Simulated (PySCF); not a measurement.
C₃H₇AlO₂, singlet, at a GFN2-xTB geometry (such geometries of metal compounds can be far from the true shape); DF-HF/def2-SVP (PySCF).

Input for PySCF:
```python
from pyscf import gto, scf

mol = gto.Mole()
mol.atom = '''
    Al    0.22802626    0.46448795    0.35833426
    C    -1.60028609    0.95936064   -0.22334597
    C    -2.34579765    0.17910071   -0.99240863
    H    -2.00589978    1.91211009    0.10363559
    H    -3.34504136    0.44913024   -1.31103781
    H    -1.98505753   -0.77664317   -1.34145455
    O     1.01812266    1.54547346    1.31214400
    H     1.51987135    2.12860418    1.86160046
    O     0.82232935   -0.98981412   -0.15401745
    C     1.27136298   -2.22489847   -0.61822315
    H     1.13962895   -2.29002897   -1.70194518
    H     2.33165781   -2.35598009   -0.38491508
    H     0.70520787   -3.03218742   -0.14537467
'''
mol.basis = 'def2-svp'
mol.verbose = 4
mol.max_memory = 1800
mol.build()

mf = scf.RHF(mol)
mf = mf.density_fit(auxbasis='def2-universal-jkfit')
mf.kernel()
```

Q: Predict the main parts of the log of this PySCF run.

A: 
```
PySCF version 2.14.0

[INPUT] verbose = 4
[INPUT] num. atoms = 13
[INPUT] num. electrons = 54
[INPUT] charge = 0
[INPUT] spin (= nelec alpha-beta = 2S) = 0
[INPUT] symmetry False subgroup None
[INPUT] Mole.unit = angstrom
[INPUT] Symbol           X                Y                Z      unit          X                Y                Z       unit  Magmom
[INPUT]  1 Al     0.228026260000   0.464487950000   0.358334260000 AA    0.430907180609   0.877755013661   0.677153612449 Bohr   0.0
[INPUT]  2 C     -1.600286090000   0.959360640000  -0.223345970000 AA   -3.024102431051   1.812928864287  -0.422062714325 Bohr   0.0
[INPUT]  3 C     -2.345797650000   0.179100710000  -0.992408630000 AA   -4.432915102148   0.338451290615  -1.875380514355 Bohr   0.0
[INPUT]  4 H     -2.005899780000   1.912110090000   0.103635590000 AA   -3.790601217525   3.613364390117   0.195842881858 Bohr   0.0
[INPUT]  5 H     -3.345041360000   0.449130240000  -1.311037810000 AA   -6.321212045743   0.848733147860  -2.477502399850 Bohr   0.0
[INPUT]  6 H     -1.985057530000  -0.776643170000  -1.341454550000 AA   -3.751215073206  -1.467642887814  -2.534981708052 Bohr   0.0
[INPUT]  7 O      1.018122660000   1.545473460000   1.312144000000 AA    1.923972988614   2.920521572184   2.479592795991 Bohr   0.0
[INPUT]  8 H      1.519871350000   2.128604180000   1.861600460000 AA    2.872140596073   4.022478927804   3.517915022764 Bohr   0.0
[INPUT]  9 O      0.822329350000  -0.989814120000  -0.154017450000 AA    1.553977255692  -1.870477601027  -0.291050798904 Bohr   0.0
[INPUT] 10 C      1.271362980000  -2.224898470000  -0.618223150000 AA    2.402527837111  -4.204448763264  -1.168272437366 Bohr   0.0
[INPUT] 11 H      1.139628950000  -2.290028970000  -1.701945180000 AA    2.153586599126  -4.327527570620  -3.216210269224 Bohr   0.0
[INPUT] 12 H      2.331657810000  -2.355980090000  -0.384915080000 AA    4.406194677103  -4.452157125028  -0.727384082415 Bohr   0.0
[INPUT] 13 H      0.705207870000  -3.032187420000  -0.145374670000 AA    1.332649735188  -5.730003782152  -0.274718311749 Bohr   0.0

nuclear repulsion = 273.028707047337
number of shells = 59
number of NR pGTOs = 205
number of NR cGTOs = 123
basis = def2-svp
ecp = {}

******** <class 'pyscf.df.df_jk.DFRHF'> ********
method = DFRHF
initial guess = minao
damping factor = 0
level_shift factor = 0
DIIS = <class 'pyscf.scf.diis.CDIIS'>
diis_start_cycle = 1
diis_space = 8
diis_damp = 0
SCF conv_tol = 1e-09
SCF conv_tol_grad = None
SCF max_cycles = 50
direct_scf = False
Set gradient conv threshold to 3.16228e-05
Initial guess from minao.
******** <class 'pyscf.df.df.DF'> ********
auxbasis = def2-universal-jkfit
init E= -509.632009577497
  HOMO = -0.303446325837707  LUMO = -0.000815208280410928  gap/eV = 8.23501
cycle= 1 E= -508.981655161365  delta_E= 0.65  |g|= 0.771  |ddm|= 3.45
  HOMO = -0.351789702983989  LUMO = 0.111941816926405  gap/eV = 12.61878
cycle= 2 E= -509.08214717745  delta_E= -0.1  |g|= 0.452  |ddm|= 0.866
  HOMO = -0.372365212205146  LUMO = 0.113836278783825  gap/eV = 13.23022
cycle= 3 E= -509.120733746024  delta_E= -0.0386  |g|= 0.0644  |ddm|= 0.332
  HOMO = -0.364922881179692  LUMO = 0.11783331633103  gap/eV = 13.13647
cycle= 4 E= -509.122329209642  delta_E= -0.0016  |g|= 0.0127  |ddm|= 0.104
  HOMO = -0.365002814993924  LUMO = 0.118056510583921  gap/eV = 13.14471
cycle= 5 E= -509.122395279688  delta_E= -6.61e-05  |g|= 0.00431  |ddm|= 0.0189
  HOMO = -0.364435364161463  LUMO = 0.118042586794481  gap/eV = 13.12889
cycle= 6 E= -509.122405837622  delta_E= -1.06e-05  |g|= 0.0015  |ddm|= 0.00836
  HOMO = -0.364236083007648  LUMO = 0.118014330057137  gap/eV = 13.12270
cycle= 7 E= -509.122407212399  delta_E= -1.37e-06  |g|= 0.000569  |ddm|= 0.00295
  HOMO = -0.364184291867844  LUMO = 0.118002807982696  gap/eV = 13.12098
cycle= 8 E= -509.122407428714  delta_E= -2.16e-07  |g|= 0.000156  |ddm|= 0.00134
  HOMO = -0.364163077672542  LUMO = 0.118004670108773  gap/eV = 13.12045
cycle= 9 E= -509.122407448983  delta_E= -2.03e-08  |g|= 4.43e-05  |ddm|= 0.000435
  HOMO = -0.364165125920787  LUMO = 0.118001311679897  gap/eV = 13.12042
cycle= 10 E= -509.122407450895  delta_E= -1.91e-09  |g|= 2.47e-05  |ddm|= 0.000112
  HOMO = -0.364165885847295  LUMO = 0.118000140576623  gap/eV = 13.12041
cycle= 11 E= -509.12240745122  delta_E= -3.25e-10  |g|= 5.57e-06  |ddm|= 5.76e-05
  HOMO = -0.364165755320274  LUMO = 0.118000469720928  gap/eV = 13.12041
Extra cycle  E= -509.122407451239  delta_E= -1.96e-11  |g|= 3.47e-06  |ddm|= 1.04e-05
converged SCF energy = -509.122407451239
```
